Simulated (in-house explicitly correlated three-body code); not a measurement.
Computed with an exponentially correlated three-body code. Model: two electrons around a point charge, non-relativistic, variational in 260 exponentially correlated functions (energies converged to about 1e-7 hartree, or 1e-8 relative for large Z).

For two electrons in a singlet the Kohn-Sham orbital is the square root of half the density, so the exact Kohn-Sham potential and energy parts follow from the density alone, and exchange is minus half the Hartree energy. The Kohn-Sham level equals minus the binding energy of the second electron.

Command:
```bash
python run_hyl.py task.json out
```
Settings (lengths in bohr, energies in hartree):
```
Z                      2.14
interaction_strength   1
functions              260
states_tried           13
```

Run time, properties included: 30 s on 1 thread of Intel(R) Xeon(R) Platinum 8375C CPU @ 2.90GHz (Ice Lake) (shared host).

**Converged states only, values per electron or pair.**

Given: nuclear charge 2.14.

```tsv
term	mean r (bohr)	mean r squared (bohr²)	mean inverse r (1/bohr)	mean r12 (bohr)	mean inverse r12 (1/bohr)	mean cosine	mean p1 dot p2 (bohr⁻²)	delta r1 (bohr⁻³)	delta r12 (bohr⁻³)
1 1S	0.85471	1.0057	1.8282	1.3035	1.0328	-0.060275	0.17708	2.2682	0.14126
2 3S	2.3157	9.3639	1.2424	4.0235	0.29587	-0.015428	0.0088086	1.6246	-
2 1S	2.6683	12.835	1.2227	4.7069	0.28109	-0.01492	0.011185	1.6103	0.01254
2 3P	?	?	?	?	?	?	?	?	-
2 1P	2.5778	12.203	1.2104	4.5192	0.27924	-0.0028146	0.064616	1.5616	0.0012175
3 3S	?	?	?	?	?	?	?	?	-
3 1S	5.7924	67.579	1.1363	10.914	0.12615	-0.004453	0.0031308	1.5737	0.0035654
3 3P	5.571	63.314	1.136	10.48	0.13143	-0.011364	-0.024561	1.5544	-
3 1P	5.8846	70.834	1.1327	11.097	0.12498	-0.00061066	0.020176	1.5603	0.00041709
4 3S	9.4966	188.62	1.109	18.311	0.073271	-0.0016951	0.00090087	1.5662	-
4 1S	10.234	220.1	1.1069	19.784	0.071138	-0.0018618	0.0012838	1.5655	0.0014696
4 3P	10.088	215.7	1.1067	19.496	0.07322	-0.0046667	-0.010037	1.5575	-
4 1P	10.507	234.25	1.1053	20.329	0.07055	-0.00023252	0.0086397	1.56	0.00018442
```

(1) What belongs in the row 2 3P?

(2) What belongs in the row 3 3S?

**Exact Kohn-Sham parts of the ground state from its density.**

Computed: total energy -3.39604252 hartree; Kohn-Sham kinetic 3.3588 hartree; Hartree energy 2.2248 hartree; DFT correlation energy -0.042368 hartree; kinetic part of the DFT correlation energy 0.037254 hartree; exact minus restricted Hartree-Fock -0.042318 hartree; Kohn-Sham level -30.102 eV; restricted Hartree-Fock level -30.48 eV; dipole polarisability 0.97947 bohr³; C6 of two such species 0.8769 hartree·bohr⁶.

(3) What is the potential part of the DFT correlation energy?

(4) What is the exchange energy?

**Functionals on the exact density and self-consistent, errors are functional minus exact, hybrids only self-consistent, a dash where a self-consistent run leaves the top level unbound.**

```
       result  exchange error (millihartree)  correlation error (millihartree)  functional driven error (millihartree)  density driven error (millihartree)  self consistent total error (millihartree)  top level plus exact binding (eV)
B3LYP VWN-RPA                              -                                 -                                       -                                    -                                     -10.998                             7.2833
       PBEsol                              ?                                 ?                                       ?                                    ?                                           ?                                  ?
         BLYP                              ?                                 ?                                       ?                                    ?                                           ?                                  ?
         BP86                         0.6218                           -1.4938                                -0.87197                              -0.6763                                     -1.5483                             9.6007
      r2SCAN0                              -                                 -                                       -                                    -                                      0.1117                             6.4184
         TPSS                        -4.7202                           -1.1157                                 -5.8359                             -0.26285                                     -6.0987                             9.1229
          PBE                         13.507                         -0.056142                                   13.45                             -0.98099                                      12.469                             9.7269
         PBE0                              -                                 -                                       -                                    -                                      9.7199                             7.0414
      revTPSS                        -4.1267                           -4.1529                                 -8.2796                             -0.15732                                     -8.4369                             8.9355
         PW91                         10.104                           -4.2405                                   5.864                              -1.0211                                      4.8428                             9.6073
```

(5) What belongs in the row PBEsol?

(6) What belongs in the row BLYP?

**Density and exact potentials over r, pair density (one pair, times 4 pi r12^2) and exact minus Kohn-Sham pair density over r12.**

| radius (bohr) | radial density (electrons/bohr) | exchange potential (hartree) | intracule density (1/bohr) | Coulomb hole against Kohn-Sham (1/bohr) | correlation potential (hartree) |
| --- | --- | --- | --- | --- | --- |
| 0.104 | 0.39685 | -1.7869 | 0.020571 | -0.01151 | -0.045 |
| 0.121 | 0.50031 | -1.7741 | 0.027987 | -0.01503 | -0.041 |
| 0.142 | 0.63132 | -1.7567 | 0.038699 | -0.01976 | -0.036 |
| 0.166 | 0.78106 | -1.735 | 0.052977 | -0.02553 | -0.03 |
| 0.194 | 0.95051 | -1.7077 | 0.072235 | -0.03251 | -0.024 |
| 0.226 | 1.1316 | -1.6743 | 0.097401 | -0.04051 | -0.016 |
| 0.264 | 1.3234 | -1.6326 | 0.13113 | -0.0496 | -0.008 |
| 0.309 | 1.513 | -1.5813 | 0.17547 | -0.05915 | 0 |
| 0.361 | 1.6795 | -1.521 | 0.23097 | -0.06785 | 0.009 |
| 0.422 | 1.8066 | -1.4502 | 0.29911 | -0.07421 | 0.017 |
| 0.493 | 1.874 | -1.3697 | 0.3784 | -0.07606 | 0.023 |
| 0.576 | ? | ? | ? | ? | ? |
| 0.673 | 1.7738 | -1.182 | 0.55212 | -0.05819 | 0.028 |
| 0.787 | 1.5985 | -1.0779 | 0.62688 | -0.0369 | 0.027 |
| 0.92 | 1.3565 | -0.97112 | 0.67335 | -0.01028 | 0.024 |
| 1.07 | 1.0839 | -0.86798 | 0.67701 | 0.01535 | 0.019 |
| 1.26 | 0.78232 | -0.75986 | 0.62527 | 0.03576 | 0.013 |
| 1.47 | 0.52477 | -0.66397 | 0.52625 | 0.0429 | 0.009 |
| 1.72 | 0.31403 | -0.5744 | 0.39309 | 0.03769 | 0.005 |
| 2 | ? | ? | ? | ? | ? |
| 2.34 | 0.078208 | -0.42644 | 0.14501 | 0.01203 | 0.001 |
| 2.74 | 0.030086 | -0.36471 | 0.066335 | 0.003186 | 0.001 |

(7) What belongs in the row 0.576?

(8) What belongs in the row 2?

## Answers

(1) mean r (bohr): 2.3697; mean r squared (bohr²): 10.222; mean inverse r (1/bohr): 1.2214; mean r12 (bohr): 4.1407; mean inverse r12 (1/bohr): 0.30178; mean cosine: -0.040467; mean p1 dot p2 (bohr⁻²): -0.088197; delta r1 (bohr⁻³): 1.5405.

(2) mean r (bohr): 5.2484; mean r squared (bohr²): 54.872; mean inverse r (1/bohr): 1.1416; mean r12 (bohr): 9.8317; mean inverse r12 (1/bohr): 0.131; mean cosine: -0.0042266; mean p1 dot p2 (bohr⁻²): 0.0022827; delta r1 (bohr⁻³): 1.5763.

(3) -0.079622 hartree.

(4) -1.1124 hartree.

(5) exchange error (millihartree): 63.013; correlation error (millihartree): -10.854; functional driven error (millihartree): 52.159; density driven error (millihartree): -1.0224; self consistent total error (millihartree): 51.137; top level plus exact binding (eV): 10.033.

(6) exchange error (millihartree): 0.6218; correlation error (millihartree): -2.2039; functional driven error (millihartree): -1.5821; density driven error (millihartree): -1.3674; self consistent total error (millihartree): -2.9495; top level plus exact binding (eV): 9.5501.

(7) radial density (electrons/bohr): 1.866; exchange potential (hartree): -1.2798; intracule density (1/bohr): 0.46533; Coulomb hole against Kohn-Sham (1/bohr): -0.07125; correlation potential (hartree): 0.027.

(8) radial density (electrons/bohr): 0.17047; exchange potential (hartree): -0.49724; intracule density (1/bohr): 0.26077; Coulomb hole against Kohn-Sham (1/bohr): 0.02539; correlation potential (hartree): 0.003.

The density-driven part is never positive, since each functional's own density lowers its energy. Here it is small beside the functional-driven part (median ratio 0.073), the normal case. The correlation energy of density-functional theory lies 0.05 millihartree below exact minus Hartree-Fock, because the Hartree-Fock density, unlike the exact one, minimises the Hartree-Fock energy.
